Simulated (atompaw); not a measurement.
## Cutoff test, O (Z = 8), PAW (atompaw)

- Element: oxygen (O)
- Generator: atompaw 4.2.0.5
- Type: PAW
- Functional: LDA (PW92)
- Relativity: scalar-relativistic
- Frozen core: [He]
- Valence charge: 6
- Reference configuration: 2s2 2p4
- Partial waves: 2s (bound): rc 1.10 bohr; 2s channel at 1.35 Ry: rc 1.25 bohr; 2p (bound): rc 1.25 bohr; 2p channel at 1.3 Ry: rc 1.25 bohr
- Local potential: troulliermartins scheme with l = 2 at 0 Ry, radius 1.15 bohr
- Core correction: smooth core density matched at 1.15 bohr
- Augmentation charge: sinc compensation charge, radius 1.05 bohr; PAW radius 1.25 bohr; waves and projectors: custom polynom vanderbiltortho

The pseudo-atom Hamiltonian at the reference potential is diagonalised in spherical Bessel functions j_l(qr) that vanish at 20 bohr, with q² up to the cutoff. All-electron valence levels (Ry): 2s -1.7459, 2p -0.6760.

Question: How do the lowest levels (Ry) of each channel move with the cutoff, and are there ghosts?

Answer:

```tsv
cutoff (Ry)	s #1	p #1	p #2	d #1	d #2	f #1	Σ f·Δε (mRy)
8	-1.6743	-0.0985	0.0509	0.0794	0.1897	0.1205	2453.3
12	-1.7316	-0.2384	0.0460	0.0794	0.1897	0.1205	1778.9
15	-1.7405	-0.3723	0.0438	0.0794	0.1897	0.1205	1225.8
21	-1.7449	-0.5340	0.0421	0.0794	0.1897	0.1205	569.9
30	-1.7450	-0.6525	0.0412	0.0794	0.1897	0.1205	95.9
40	-1.7456	-0.6733	0.0410	0.0794	0.1897	0.1205	11.3
45	-1.7457	-0.6753	0.0410	0.0794	0.1897	0.1205	3.3
55	-1.7458	-0.6755	0.0410	0.0794	0.1897	0.1205	2.1
70	-1.7458	-0.6757	0.0410	0.0794	0.1897	0.1205	1.3
80	-1.7458	-0.6759	0.0410	0.0794	0.1897	0.1205	0.5
100	-1.7459	-0.6760	0.0410	0.0794	0.1897	0.1205	0.1
400	-1.7459	-0.6760	0.0410	0.0794	0.1897	0.1205	0.0
```

Result: no extra level below or beside the all-electron valence levels (s, p, d, f tested); 10 mRy is reached at 45 Ry and 1 mRy at 80 Ry.
